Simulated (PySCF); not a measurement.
Job for PySCF: D3(BJ) and D4 dispersion corrections on CH6BNO (SMILES CNBO).

```python
from pyscf import gto
from pyscf.dispersion import dftd3, dftd4

mol = gto.M(
    atom='''
    C    -1.47916188    0.12308846    0.24273631
    N    -0.15699998   -0.46923810    0.22744678
    B     1.03722580    0.17133087   -0.11294149
    O     2.20957764   -0.55159297   -0.07154028
    H    -2.15865591   -0.38006811   -0.45165359
    H    -1.40605819    1.16762038   -0.05754343
    H    -1.92848342    0.09006818    1.23977191
    H    -0.12204759   -1.44249777    0.49309759
    H     1.02598379    1.32604487   -0.43221910
    H     2.97861974   -0.03475579   -0.31975549
    ''',
    basis='def2-svp',
    charge=0, spin=0, verbose=0, max_memory=1800)
d3, d4 = {}, {}
for xc in ['hf', 'pbe', 'blyp', 'revpbe', 'tpss', 'r2scan', 'b3lyp', 'pbe0', 'bhlyp', 'camb3lyp', 'b2plyp']:
    d3[xc] = float(dftd3.DFTD3Dispersion(mol, xc=xc, version='d3bj', atm=False).get_dispersion()['energy'])
    print(f'D3(BJ) {xc:10s} {d3[xc]:14.8f} Eh')
for xc in ['hf', 'pbe', 'blyp', 'revpbe', 'tpss', 'r2scan', 'b3lyp', 'pbe0', 'bhlyp', 'camb3lyp', 'b2plyp']:
    d4[xc] = float(dftd4.DFTD4Dispersion(mol, xc={'camb3lyp': 'cam-b3lyp'}.get(xc, xc), atm=True).get_dispersion()['energy'])
    print(f'D4     {xc:10s} {d4[xc]:14.8f} Eh')
```

Output:

```
D3(BJ) hf            -0.04573755 Eh
D3(BJ) pbe           -0.00535103 Eh
D3(BJ) blyp          -0.01104224 Eh
D3(BJ) revpbe        -0.01415695 Eh
D3(BJ) tpss          -0.00656761 Eh
D3(BJ) r2scan        -0.00145258 Eh
D3(BJ) b3lyp         -0.00894519 Eh
D3(BJ) pbe0          -0.00445821 Eh
D3(BJ) bhlyp         -0.00674032 Eh
D3(BJ) camb3lyp      -0.00379881 Eh
D3(BJ) b2plyp        -0.00396398 Eh
D4     hf            -0.01954429 Eh
D4     pbe           -0.00486216 Eh
D4     blyp          -0.01107668 Eh
D4     revpbe        -0.01783518 Eh
D4     tpss          -0.00658974 Eh
D4     r2scan        -0.00122043 Eh
D4     b3lyp         -0.00775317 Eh
D4     pbe0          -0.00403148 Eh
D4     bhlyp         -0.00523754 Eh
D4     camb3lyp      -0.00398861 Eh
D4     b2plyp        -0.00337804 Eh
```

The run finished.

Cost: around 0.03 core-seconds (rough).
